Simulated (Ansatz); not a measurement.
Zr(Cl)3(OH) cation (Cl₃HOZr), SMILES [OH][Zr]([Cl])([Cl])[Cl] (connectivity only; charge and spin as stated), charge +1, multiplicity 2.

Coordinates come from a PBE0-D3(BJ)/def2-SVP optimisation. A frequency run showed that this geometry is not a minimum. The spin state was assumed, not searched. The isomer is the one that the SMILES or the coordinates give; other isomers of the formula were not compared. The def2 effective core potentials stand for the cores of Zr; spin–orbit coupling is left out. Other conformers were not sampled.

Two levels are set side by side: PBE/def2-SVPD (Ansatz, a first-principles code) and CAM-B3LYP/def2-SVPD (Ansatz). Energy differences of separate SCF runs at the same geometry; the states with an electron removed or added have multiplicity 3 and 1. Differences are taken from unrounded values.

```tsv
quantity	CAM-B3LYP
vertical ionisation energy (eV)	16.32
vertical electron affinity (eV)	11.00
```

Question: What does PBE give, and how far is it from CAM-B3LYP? (The exact figures need the calculation; the answer reports its results.)

Answer: 
| quantity | PBE | PBE minus CAM-B3LYP |
|---|---|---|
| vertical ionisation energy (eV) | 15.96 | -0.36 |
| vertical electron affinity (eV) | 10.32 | -0.68 |
